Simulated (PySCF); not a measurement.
B- (boron, charge -1) across methods

[He] 2s2 2p2, high-spin 3P determinant. Computed with PySCF 2.14 in aug-cc-pVQZ, with the non-relativistic Hamiltonian (point nucleus).

```tsv
method	E (hartree)	mean ε 2s α (eV)	mean ε 2s β (eV)	mean ε 2p α (eV)	Σ⟨r²⟩ (bohr²)	⟨S²⟩
UHF	-24.52178	-8.491	-4.551	-0.774	38.71	2.009
CAM-B3LYP	-24.6551	-6.036	-4.023	0.263	41.62	2.004
M06	-24.6533	-4.685	-3.130	1.259	48.54	2.003
B3LYP	-24.6819	-4.473	-2.818	1.315	45.64	2.004
wB97X-V	-24.6632	-7.164	-5.030	-0.506	40.40	2.003
PBE	-24.6340	-3.493	-2.061	1.774	48.13	2.003
PBE0	-24.6367	-4.783	-2.877	1.166	43.98	2.004
r2SCAN	-24.6594	-3.821	-1.940	1.677	45.05	2.007
```

(1) Estimate the same row for LDA.

The highest occupied level is positive at CAM-B3LYP, M06, B3LYP, PBE, PBE0, r2SCAN, LDA: only the finite basis holds that electron, which in a density functional comes from self-interaction.

Results:

(1) E (hartree) = -24.3824; mean ε 2s α (eV) = -3.508; mean ε 2s β (eV) = -2.082; mean ε 2p α (eV) = 1.708; Σ⟨r²⟩ (bohr²) = 48.41; ⟨S²⟩ = 2.003.
